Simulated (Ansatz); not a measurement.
`O[SiH2]BO[SiH3]` + H₂S → `[SiH3]OBS` + `O[SiH3]`  (cleavage of the B–Si bond)

Program: Ansatz. Geometries: PBE0-D4/def2-TZVP. ΔE: electronic, gas phase. CBS: MP2 limit from def2 TZ/QZ plus the TZ coupled-cluster correction, frozen cores. This one scheme is used for every species. DFT in def2-TZVPP. B3LYP here is the variant with VWN-RPA as its local correlation; programs differ in this. Each species was taken in one conformer, which may not be the lowest.

```json
{"level": "PBE-D4", "ΔE (kcal/mol)": "-24.7", "difference from CCSD(T)/CBS": "0.7"}
{"level": "PBE0-D4", "ΔE (kcal/mol)": "-25.2", "difference from CCSD(T)/CBS": "0.2"}
{"level": "B3LYP-D4", "ΔE (kcal/mol)": "-25.5", "difference from CCSD(T)/CBS": "-0.1"}
{"level": "PBE", "ΔE (kcal/mol)": "-24.5", "difference from CCSD(T)/CBS": "0.9"}
{"level": "r2SCAN", "ΔE (kcal/mol)": "-26.5", "difference from CCSD(T)/CBS": "-1.1"}
{"level": "B3LYP", "ΔE (kcal/mol)": "-25.2", "difference from CCSD(T)/CBS": "0.2"}
{"level": "MP2/def2-TZVPP", "ΔE (kcal/mol)": "-27.5", "difference from CCSD(T)/CBS": "-2.1"}
{"level": "SCS-MP2/def2-TZVPP", "ΔE (kcal/mol)": "-26.6", "difference from CCSD(T)/CBS": "-1.2"}
{"level": "HF/def2-QZVPP", "ΔE (kcal/mol)": "-26.0", "difference from CCSD(T)/CBS": "-0.6"}
{"level": "MP2/CBS(def2)", "ΔE (kcal/mol)": "-27.6", "difference from CCSD(T)/CBS": "-2.2"}
{"level": "CCSD(T)/CBS", "ΔE (kcal/mol)": "-25.4", "difference from CCSD(T)/CBS": "0"}
```

Largest T1 diagnostic among the species: 0.013.
